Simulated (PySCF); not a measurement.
Atom-mapped SMILES (the numbers label the heavy atoms): `[CH2:1]=[N:2]/[CH:3]=[CH:4]\[S:5][SiH3:6]`. Hydrogens are named by the atom that carries them. Ha(C1) is cis to C3; Hb(C1) is trans to C3.

Geometry: PBE0-D3(BJ)/def2-SVP; GIAO absolute shieldings from PySCF 2.14, gas phase, non-relativistic, averaged over equivalent atoms.

At wB97X-D/pcSseg-1 (151 basis functions, 29 s wall time on 1 thread of an Arm Neoverse N1, shared host):
```json
{"atoms": "C1", "σ (ppm)": "33.6"}
{"atoms": "C4", "σ (ppm)": "39.1"}
{"atoms": "C3", "σ (ppm)": "44.2"}
{"atoms": "N2", "σ (ppm)": "-113.0"}
{"atoms": "S5", "σ (ppm)": "583.2"}
{"atoms": "Si6", "σ (ppm)": "426.8"}
{"atoms": "Ha(C1)", "σ (ppm)": "24.31"}
{"atoms": "Hb(C1)", "σ (ppm)": "24.36"}
{"atoms": "H(C3)", "σ (ppm)": "24.52"}
{"atoms": "H(C4)", "σ (ppm)": "25.24"}
{"atoms": "H(Si6)", "σ (ppm)": "26.47"}
```

What do these become at mPW1PW91/pcSseg-1?

## Answers


```json
{"atoms": "C1", "σ at mPW1PW91/pcSseg-1": "35.3", "change": "+1.7"}
{"atoms": "C4", "σ at mPW1PW91/pcSseg-1": "38.9", "change": "-0.2"}
{"atoms": "C3", "σ at mPW1PW91/pcSseg-1": "43.0", "change": "-1.2"}
{"atoms": "N2", "σ at mPW1PW91/pcSseg-1": "-110.2", "change": "+2.8"}
{"atoms": "S5", "σ at mPW1PW91/pcSseg-1": "568.5", "change": "-14.7"}
{"atoms": "Si6", "σ at mPW1PW91/pcSseg-1": "424.0", "change": "-2.8"}
{"atoms": "Ha(C1)", "σ at mPW1PW91/pcSseg-1": "24.28", "change": "-0.03"}
{"atoms": "Hb(C1)", "σ at mPW1PW91/pcSseg-1": "24.38", "change": "+0.02"}
{"atoms": "H(C3)", "σ at mPW1PW91/pcSseg-1": "24.41", "change": "-0.11"}
{"atoms": "H(C4)", "σ at mPW1PW91/pcSseg-1": "25.17", "change": "-0.07"}
{"atoms": "H(Si6)", "σ at mPW1PW91/pcSseg-1": "26.36", "change": "-0.11"}
```

The largest change is at S5 (sulfur bonded to C, Si). Cost: 151 basis functions, 22 s wall time on 1 thread of an Arm Neoverse N1, shared host. The order of the carbon signals is the same at both levels.
